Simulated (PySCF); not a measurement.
wavenumber (cm⁻¹), absorption (km/mol per cm⁻¹) and a bar:
```
        0      0.002 
       22      0.002 
       44      0.003 
       67      0.003 
       89      0.003 
      111      0.004 
      133      0.005 
      156      0.006 
      178      0.008 
      200      0.012 
      222      0.021 
      245      0.058 #
      267      0.136 ##
      289      0.047 #
      311      0.020 
      334      0.014 
      356      0.012 
      378      0.011 
      400      0.012 
      423      0.013 
      445      0.015 
      467      0.018 
      489      0.023 
      512      0.030 
      534      0.040 #
      556      0.058 #
      578      0.092 #
      601      0.166 ##
      623      0.377 ######
      645      1.249 ###################
      667      1.980 ##############################
      690      0.566 #########
      712      0.219 ###
      734      0.113 ##
      756      0.069 #
      779      0.047 #
      801      0.034 
      823      0.027 
      845      0.022 
      868      0.019 
      890      0.017 
      912      0.016 
      934      0.016 
      957      0.016 
      979      0.018 
     1001      0.021 
     1023      0.027 
     1045      0.039 #
     1068      0.063 #
     1090      0.126 ##
     1112      0.353 #####
     1134      1.073 ################
     1157      0.424 ######
     1179      0.142 ##
     1201      0.067 #
     1223      0.039 #
     1246      0.026 
     1268      0.018 
     1290      0.014 
     1312      0.011
```

This is the computed harmonic infrared spectrum of triplet FWN, Lorentzian lines of 33 cm⁻¹ full width. All numbers come from UPBE0 in PySCF with W def2-TZVP with ECP60, N def2-TZVP, F def2-TZVP; scalar-relativistic core potentials, no spin–orbit coupling; density-fitted integrals.

Q: Which bands make it up, and how are they assigned?

A: In Cs symmetry, counting bands above 1 % of the strongest: 265 cm⁻¹ (a', bend, 6.9 km/mol); 660 cm⁻¹ (a', stretch, 121 km/mol); 1136 cm⁻¹ (a', stretch, 56 km/mol).

Only a few start shapes were tried, so a lower isomer may exist. With open d or f shells other occupations or spin states may lie lower. With an element this heavy the missing spin–orbit coupling can shift these numbers.
